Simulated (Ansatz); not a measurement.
`F[B@-]1(Cl)[OH+][B@-](F)(Cl)[OH+]1`, charge 0, multiplicity 1.

Problem. Give a relaxed structure at PBE0-D4/def2-TZVP (Ansatz 0.2.0). (Estimate.)

Solution. Ansatz gave: 
Cartesian coordinates in Å:
```
F 0.771 1.607 0.868
B -0.153 0.626 0.894
Cl -1.277 0.630 2.277
O 0.493 -0.756 0.639
B -0.064 -0.776 -0.798
F -0.853 -1.825 -1.013
Cl 1.221 -0.478 -2.037
O -0.869 0.497 -0.471
H 1.455 -0.765 0.709
H -0.725 1.241 -1.068
```
Point group Cs.
This is one stationary point; other conformers may exist.
